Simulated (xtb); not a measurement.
I2, charge -1, doublet, at a GFN2-xTB geometry (a state made from the parent by changing its charge; the spin is typed, not shown lowest), atoms displaced at random by about 0.02 Å a coordinate; GFN1-xTB run with xtb.

xtb was given this input:
```
$ xtb mol.xyz --gfn 1 --chrg -1 --uhf 1 --opt crude --json

# file mol.xyz
2

I     -0.05016537     0.01024860    -1.68141370
I     -0.02737946     0.00840005     1.69748591
```

**Question.** Write the output that xtb gives for this input, abridged.

**Answer.** 
```
   ID    Z sym.   atoms
    1   53 I      1, 2

           -------------------------------------------------
          |                Calculation Setup                |
           -------------------------------------------------

           -------------------------------------------------
          |                 G F N 1 - x T B                 |
           -------------------------------------------------

          ...................................................
          :                      SETUP                      :
          :.................................................:
          :  # basis functions                  20          :
          :  # atomic orbitals                  18          :
          :  # shells                            6          :
          :  # electrons                        15          :
          :  # halogen bonds                     0          :
          :  max. iterations                   250          :
          :  Hamiltonian                  GFN1-xTB          :
          :  restarted?                      false          :
          :  GBSA solvation                  false          :
          :  PC potential                    false          :
          :  electronic temp.          300.0000000     K    :
          :  accuracy                    1.0000000          :
          :  -> integral cutoff          0.2500000E+02      :
          :  -> integral neglect         0.1000000E-07      :
          :  -> SCF convergence          0.1000000E-05 Eh   :
          :  -> wf. convergence          0.2000000E-04 e    :
          :  Broyden damping             0.4000000          :
          :  net charge                         -1          :
          :  unpaired electrons                  1          :
          ...................................................

 iter      E             dE          RMSdq      gap      omega  full diag
   1     -8.0635140 -0.806351E+01  0.178E+00    7.47       0.0  T
   2     -8.0635140 -0.216031E-07  0.107E+00    7.48       1.0  T
   3     -8.0635140 -0.121079E-07  0.890E-04    7.48      79.5  T
   4     -8.0635140 -0.888178E-14  0.530E-04    7.48     133.4  T
   5     -8.0635140 -0.106581E-13  0.585E-11    7.48  100000.0  T
   6     -8.0635140 -0.355271E-14  0.350E-12    7.48  100000.0  T

   *** convergence criteria satisfied after 6 iterations ***

         :::::::::::::::::::::::::::::::::::::::::::::::::::::
[...]
         :: total energy              -8.063958987304 Eh    ::
 * total energy  :    -8.0639590 Eh     change        0.3552714E-14 Eh
 * total energy  :    -8.0549032 Eh     change        0.9055807E-02 Eh
 * total energy  :    -8.0673485 Eh     change       -0.1244528E-01 Eh
 * total energy  :    -8.0673691 Eh     change       -0.2059805E-04 Eh
   *** GEOMETRY OPTIMIZATION CONVERGED AFTER 4 ITERATIONS ***
         :: total energy              -8.067369057766 Eh    ::
[...]
         4        2.0000           -0.0967553              -2.6328
         5        2.0000           -0.0967553              -2.6328
         6        2.0000           -0.0741098              -2.0166
         7        2.0000           -0.0741098              -2.0166
         8        1.0000           -0.0187946              -0.5114 (HOMO)
         9                          0.2337242               6.3600 (LUMO)
        10                          0.2337242               6.3600
        11                          0.2441324               6.6432
        12                          0.2441324               6.6432
        13                          0.2571829               6.9983
        14                          0.2571829               6.9983
        15                          0.2620525               7.1308
        16                          0.2981525               8.1131
        17                          0.2981525               8.1131
        18                          0.3998802              10.8813
      -------------------------------------------------------------
                  HL-Gap            0.2525188 Eh            6.8714 eV
             Fermi-level            0.0306646 Eh            0.8344 eV

  Mulliken/CM5 charges         n(s)   n(p)   n(d)
     1I    -0.50000 -0.50000   2.004  5.424  0.073
     2I    -0.50000 -0.50000   2.004  5.424  0.073

Wiberg/Mayer (AO) data.
largest (>0.10) Wiberg bond orders for each atom

 ---------------------------------------------------------------------------
     #   Z sym  total        # sym  WBO       # sym  WBO       # sym  WBO
 ---------------------------------------------------------------------------
     1  53 I    0.734 --     2 I    0.734
     2  53 I    0.734 --     1 I    0.734
 ---------------------------------------------------------------------------

Topologies differ in total number of bonds
Writing topology from bond orders to xtbtopo.mol

 dipole moment from electron density (au)
     X       Y       Z
   0.0733  -0.0176  -0.0152  total (Debye):    0.195

optimized geometry written to: xtbopt.xyz

           -------------------------------------------------
          | TOTAL ENERGY               -8.067369057766 Eh   |
          | GRADIENT NORM               0.000928222709 Eh/α |
          | HOMO-LUMO GAP               6.871387486905 eV   |
           -------------------------------------------------

normal termination of xtb
```
